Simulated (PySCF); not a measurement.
Gas-phase equilibrium of 1 mol NO, 1.5 mol O2 at 2500 K and 1.00 bar, among 8 species (O2, N2, O, NO, O3, N, N2O, NO2). Only gases are allowed; each row takes one source of thermochemistry for all species, and Cantera finds the minimum.

Method: PySCF energies plus ideal-gas RRHO corrections (1 bar). The comparison is the NASA 1993 polynomial table, which mixes measured and estimated data. † marks an energy on the PBE0/def2-TZVP geometry and frequencies; other levels use their own. MP2 and CCSD(T) freeze the core. Open shells (unrestricted) among the columns below: O2 (multiplicity 3), O (multiplicity 3, electronic degeneracy 9), NO (multiplicity 2, electronic degeneracy 4), NO2 (multiplicity 2); the rest are closed-shell singlets. Spin-orbit splitting is ignored; it lowers the true energy and changes the entropy of O, NO. MP2 isn't extrapolated to the basis-set limit. CCSD(T) isn't extrapolated to the basis-set limit. The harmonic model lacks anharmonicity and excited electronic states, which grow with temperature; levels with a mode under 35 cm⁻¹ are left out.

Molecules larger than those listed are left out. Table species left out: NO3.

Mole fractions:

```json
[
 {"thermochemistry": "table", "x O2": "0.78", "x N2": "0.19", "x O": "0.013", "x NO": "0.022", "x NO2": "3.7e-5", "x N2O": "5.9e-7"},
 {"thermochemistry": "CCSD(T)/def2-SVP†", "x O2": "0.75", "x N2": "0.18", "x O": "0.047", "x NO": "0.025", "x NO2": "1.6e-5", "x N2O": "2.4e-7"},
 {"thermochemistry": "CCSD(T)/def2-TZVPP†", "x O2": "0.76", "x N2": "0.19", "x O": "0.028", "x NO": "0.022", "x NO2": "2.0e-5", "x N2O": "3.2e-7"},
 {"thermochemistry": "MP2/def2-TZVPP†", "x O2": "0.79", "x N2": "0.19", "x O": "0.0088", "x NO": "0.013", "x NO2": "5.4e-5", "x N2O": "1.5e-6"},
 {"thermochemistry": "PBE/def2-SVP", "x O2": "0.79", "x N2": "0.19", "x O": "0.00081", "x NO": "0.027", "x NO2": "0.00059", "x N2O": "1.6e-5"},
 {"thermochemistry": "PBE/def2-TZVP†", "x O2": "0.79", "x N2": "0.19", "x O": "0.0014", "x NO": "0.024", "x NO2": "0.00035", "x N2O": "7.4e-6"},
 {"thermochemistry": "ωB97M-V/def2-TZVP†", "x O2": "0.78", "x N2": "0.19", "x O": "0.011", "x NO": "0.022", "x NO2": "2.5e-5", "x N2O": "3.3e-7"}
]
```
The most sensitive of these is N2O: it spans a factor of 10^1.8 over these rows; at this temperature one factor of ten is RT ln 10 = 48 kJ/mol.
